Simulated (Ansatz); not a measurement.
Isolated molecules relaxed with PBE0-D4/def2-TZVP in Ansatz; ΔE leaves out vibrations. CCSD(T)/CBS adds triple-zeta CCSD(T) − MP2 to the extrapolated MP2 energy (def2 sets, frozen cores). This one scheme is used for every species. Functionals use def2-TZVPP. B3LYP here is the variant with VWN-RPA as its local correlation; programs differ in this. For Se outer-core shells are correlated without core-valence functions, which leaves a few kJ/mol of doubt a bond. Scalar relativity is left out up to krypton. Each species was taken in one conformer, which may not be the lowest.

`N=C=C(O)[SiH3]` + H₂Se → `N=C=C([SiH3])[SeH]` + H₂O  (substitution at a C–O bond)

```tsv
level	ΔE (kJ/mol)	difference from CCSD(T)/CBS
PBE-D4	-76.7	11.9
revPBE-D4	-79.7	8.9
B97M-V	-76.3	12.3
B3LYP-D4	-79.2	9.4
r2SCANh-D4	-79.8	8.8
ωB97M-V	-78.3	10.3
PBE-QIDH	-88.5	0.1
r2SCAN0	-80.3	8.3
BHLYP	-73.5	15.1
LC-ωPBE	-74.0	14.6
RPA@PBE/def2-TZVPP	-80.5	8.1
HF/def2-SVP	-60.1	28.5
MP2/def2-SVP	-75.8	12.8
HF/def2-TZVPP	-73.6	15.0
SCS-MP2/def2-TZVPP	-93.8	-5.2
MP2/CBS(def2)	-106.3	-17.7
CCSD(T)/CBS	-88.6	0
```

Q: What do rigid-rotor, harmonic-oscillator terms from PBE0-D4/def2-TZVP frequencies (298.15 K, 1 bar) make of the CCSD(T)/CBS value? (Best estimate.)

A: The calculation gave: ΔZPE = +4.4 kJ/mol, ΔH = -82.4 kJ/mol, ΔS = -2 J/(mol·K), ΔG = -81.8 kJ/mol.

Largest T1 diagnostic among the species: 0.014.

The D4 term adds −8.9 kJ/mol with B3LYP and −4.8 kJ/mol with PBE0; it sums over pairs of atoms, weighted by their polarisabilities, and B3LYP, whose exchange is more repulsive, gets the larger term. In def2-TZVPP, CCSD(T) changes the Hartree–Fock value by −11.8 kJ/mol (the triples alone add −2.3 kJ/mol) and MP2 by −29.6 kJ/mol. At CCSD(T), def2-SVP lies +28.6 kJ/mol from the extrapolated value and def2-TZVPP +3.2 kJ/mol.

CCSD(T)/CBS has its own doubt, a few kJ/mol and more with outer-core shells, so smaller differences from it don't rank the levels.
